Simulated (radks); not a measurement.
Polarisability of neutral germanium, [Ar] 3d10 4s2 4p2, at imaginary frequency. Method: non-relativistic Kohn-Sham, LDA (Slater exchange, Perdew-Wang correlation), spin-unpolarised, spherical densities, point nucleus; computed with a radial shooting solver on a logarithmic mesh with Libxc functionals. Response by self-consistent Sternheimer equations with the Hartree and adiabatic LDA kernel.

| w (hartree) | alpha1(iw) (bohr^3) |
|---|---|
| 0.00266 | 47.81 |
| 0.0143 | 47.58 |
| 0.0360 | 46.35 |
| 0.0697 | 42.94 |
| 0.118 | 36.77 |
| 0.186 | 28.78 |
| 0.280 | 20.64 |
| 0.413 | 13.63 |
| 0.605 | 8.352 |
| 0.892 | 4.810 |
| 1.35 | 2.639 |
| 2.12 | 1.381 |
| 3.59 | 0.6656 |
| 6.94 | 0.2618 |
| 17.5 | 0.06073 |

Static values: alpha1 = 47.82 bohr^3 (7.086 angstrom^3; uncoupled 67.70). C6 = 418.1, triple-dipole C9 = 14090 atomic units. One-pole (London) frequency 4 C6 / (3 alpha1^2) = 0.244 hartree, against 0.150 for minus the highest occupied eigenvalue. The dipole shielding factor is 1.000, as the force sum rule N/Z = 1.000 demands. Recommended static value: 40 bohr^3 (Schwerdtfeger and Nagle, 2023 table).

Beside tabulated values, note that spin-unpolarised runs miss the spin-polarisation part of the exchange energy of open shells.
